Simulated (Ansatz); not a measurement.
Two isomers of C2H9BSi2: A = `[SiH3][SiH]1CBC1`, B = `BC1C[SiH2][SiH2]1`.

Calculated with Ansatz (gas phase, PBE0-D4/def2-TZVP geometries, no zero-point term in ΔE). CCSD(T)/CBS is the MP2 limit (def2-TZVPP, def2-QZVPP) plus CCSD(T) − MP2 in def2-TZVPP, frozen cores. DFT in def2-TZVPP. B3LYP here is the variant with VWN-RPA as its local correlation; programs differ in this.

**Question.** Which is lower in electronic energy at CCSD(T)/CBS, and by how much? (Estimate.)

**Answer.** The calculation gave: A, by 19.0 kcal/mol.

**Question.** Give E(B) − E(A) in kcal/mol with ωB97M-V, MP2/def2-TZVPP, r2SCAN-D4, CCSD/def2-TZVPP, B3LYP-D4, PBE0-D4, PBE-D4. (Estimate.)

**Answer.** Computed: ωB97M-V 18.9, MP2/def2-TZVPP 18.4, r2SCAN-D4 21.1, CCSD/def2-TZVPP 19.4, B3LYP-D4 20.2, PBE0-D4 19.4, PBE-D4 19.6. None reverses the order clearly.

Largest T1 diagnostic: 0.013.

The D4 term adds −1.1 kcal/mol with B3LYP and −0.5 kcal/mol with PBE0; it sums over pairs of atoms, weighted by their polarisabilities, and B3LYP, whose exchange is more repulsive, gets the larger term. In def2-TZVPP, CCSD(T) changes the Hartree–Fock value by −2.6 kcal/mol (the triples alone add −0.3 kcal/mol) and MP2 by −3.3 kcal/mol.
